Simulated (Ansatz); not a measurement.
```xyz
10

B    -0.393   -0.843   -1.685
Ge    0.668   -0.149   -0.068
C    -0.377    0.836    1.250
F     1.330   -1.517    0.813
H    -0.499   -2.009   -1.911
H    -0.922   -0.064   -2.422
H     1.910    0.669   -0.491
H     0.262    1.091    2.096
H    -1.210    0.230    1.606
H    -0.769    1.755    0.811
```

Total charge 0; spin multiplicity 1.

Question: List the ωB97M-V/def2-TZVPP orbital energies in eV (Ansatz 0.2.0). (Estimate.)

Answer: Ansatz gave: Occupied: -10866.72, -1362.51, -1210.25, -1210.23, -1210.22, -676.05, -281.45, -188.79, -174.35, -123.66, -123.57, -123.54, -36.82, -36.41, -36.38, -36.31, -36.31, -33.81, -22.54, -18.34, -16.37, -14.49, -14.23, -13.72, -13.55, -13.29, -12.63, -11.21, -10.38. Lowest empty: -0.70, 2.32, 2.46, 3.07, 3.26, 3.90, 4.26, 4.57.
